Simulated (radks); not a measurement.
The caesium ion Cs+ inside a hard spherical wall (all orbitals vanish at R), configuration held at [Xe] and not refilled when levels cross. Method: scalar-relativistic Kohn-Sham, LDA (Slater exchange, VWN5 correlation), spin-polarised, spherical densities, finite nucleus; Fermi nuclear charge, rms radius 4.8041 fm; computed with a radial shooting solver on a logarithmic mesh with Libxc functionals. Eigenvalues in eV for spin up, with the zero of energy where the potential of the charges vanishes at infinity; a dash marks a level that is unbound or too diffuse for the functional's potential to be trusted. A positive occupied level is held by the wall or, in an anion where self-interaction has pushed it up, behind a barrier. The pressure on the wall is -dE/dV.

| R (bohr) | E (hartree) | kinetic (hartree) | e(4p) | e(4d) | e(5s) | e(5p) | e(6s, empty) | e(5d, empty) | pressure (GPa) |
|---|---|---|---|---|---|---|---|---|---|
| free | -7780.4141 | 8194.814 | -165.81 | -79.577 | -32.183 | -18.832 | -5.645 | -4.470 | 0 |
| 15 | -7780.4141 | 8194.814 | -165.81 | -79.577 | -32.183 | -18.832 | -5.645 | -4.469 | < 0.0001 |
| 10 | -7780.4141 | 8194.814 | -165.81 | -79.577 | -32.183 | -18.832 | -5.583 | -4.442 | < 0.0001 |
| 8 | -7780.4141 | 8194.815 | -165.81 | -79.573 | -32.180 | -18.829 | -5.254 | -4.313 | 0.00471 |
| 7 | -7780.4136 | 8194.821 | -165.78 | -79.551 | -32.161 | -18.811 | -4.674 | -4.092 | 0.0507 |
| 6 | -7780.4100 | 8194.860 | -165.65 | -79.422 | -32.059 | -18.706 | -3.197 | -3.525 | 0.543 |
| 5 | -7780.3830 | 8195.094 | -165.00 | -78.776 | -31.557 | -18.167 | 0.810 | -1.943 | 5.85 |
| 4 | -7780.1847 | 8196.418 | -162.16 | -76.001 | -29.394 | -15.673 | 12.846 | 2.993 | 66.9 |
| 3.5 | -7779.7904 | 8198.598 | -158.48 | -72.431 | -26.422 | -12.081 | 27.094 | 9.000 | 239 |
| 2.5 | -7775.4679 | 8217.054 | -138.77 | -53.526 | -5.187 | 13.957 | 111.89 | 46.514 | 4030 |
| 2 | -7764.8090 | 8256.336 | -112.91 | -28.309 | 36.314 | 62.967 | 244.29 | 108.50 | 22300 |
